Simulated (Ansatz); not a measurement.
All numbers were calculated with Ansatz.

A structure relaxed at PBE0-D4/def2-TZVP, charge 0, multiplicity 1:

```xyz
11

Si    1.0897   -0.9288   -1.5363
Ge    0.3056    0.8209   -0.1515
C    -1.4248    0.2986    0.8365
Al   -0.0850    0.6600    2.1797
H     2.5187   -0.7368   -1.9013
H     0.9654   -2.2022   -0.7744
H     0.2941   -1.0545   -2.7887
H     0.1443    2.1565   -0.9041
H    -2.2650    0.9746    0.6727
H    -1.7376   -0.7272    0.6337
H     0.1946    0.7389    3.7337
```

(1) Give its formula and SMILES.

(2) Summarise the bond lengths by kind.

Results:

(1) CH7AlGeSi, `[SiH3][GeH]1[CH2][AlH]1`.

(2) 1 × Ge–Si 2.365 Å; 3 × H–Si 1.487 to 1.489 Å; 1 × C–Ge 2.060 Å; 1 × Al–Ge 2.369 Å; 1 × Ge–H 1.542 Å; 1 × Al–C 1.931 Å; 2 × C–H 1.091 Å; 1 × Al–H 1.581 Å.
